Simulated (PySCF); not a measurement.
Species: C₈H₈Cl₂.
SMILES: `Cl/C(=C\C(=C)Cl)C#CCC`

Torsions of this conformer, `[CH2:1]=[C:2]([Cl:3])/[CH:4]=[C:5](\[Cl:6])[C:7]#[C:8][CH2:9][CH3:10]`: C1–C2–C4–C5 180°.

The closed-shell ground state was solved at several levels (PySCF, density fitting, gas phase, non-relativistic). Geometry: PBE0-D3(BJ)/def2-SVP, one conformer, isolated molecule.

| level | basis functions | HOMO (eV) | LUMO (eV) | gap (eV) | dipole (D) |
| --- | --- | --- | --- | --- | --- |
| PBE0/pcSseg-1 | 224 | -6.54 | -1.90 | 4.64 | 3.35 |
| KT2/pcSseg-1 | 224 | -5.57 | -2.63 | 2.94 | 3.26 |

(1) What might CAM-B3LYP/def2-SVPD (278 basis functions) give for the same quantities?

(2) Over all these levels, which gives the widest orbital gap and which the narrowest?

(3) How far do the dipole and the HOMO energy spread over the levels?

Answers

(1) HOMO -7.70 eV, LUMO -0.90 eV, gap 6.80 eV, dipole 3.27 D.

(2) CAM-B3LYP/def2-SVPD (range-separated hybrid) has the widest, 6.80 eV, and KT2/pcSseg-1 (GGA) the narrowest, 2.94 eV. Functional and basis both differ between the two, so the spread mixes both effects.

(3) The dipole runs from 3.26 to 3.35 D (mean 3.29 D) and the HOMO from -7.70 to -5.57 eV.
